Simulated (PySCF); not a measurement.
**Se: ionisation energy**

Se [Ar] 3d10 4s2 4p4 (3P) → Se⁺ [Ar] 3d10 4s2 4p3 (4S), as a difference of total energies. Calculation: PySCF 2.14, in aug-cc-pVQZ-PP with ECP10MDF (7s6p5d3f2g, 89 functions); a scalar-relativistic core potential. Correlated levels: valence: 3s2 3p6 3d10 frozen. The calculations carry no spin-orbit coupling.

```csv
method,ionisation energy (eV),error (eV)
UHF,8.541,-1.094
LDA,9.846,+0.211
PBE,9.605,-0.030
PBE0,9.598,-0.037
r2SCAN,9.655,+0.020
LC-wPBE,9.689,+0.054
BLYP,9.637,+0.002
wB97X-V,9.742,+0.107
revPBE,9.540,-0.095
MP2 (valence),9.343,-0.292
SCS-MP2 (valence),9.430,-0.205
```

Reference: 9.635 eV (measured; NIST levels, between the centres of gravity of the two terms).

Errors of the correlated levels include the incompleteness of this basis and the frozen core.
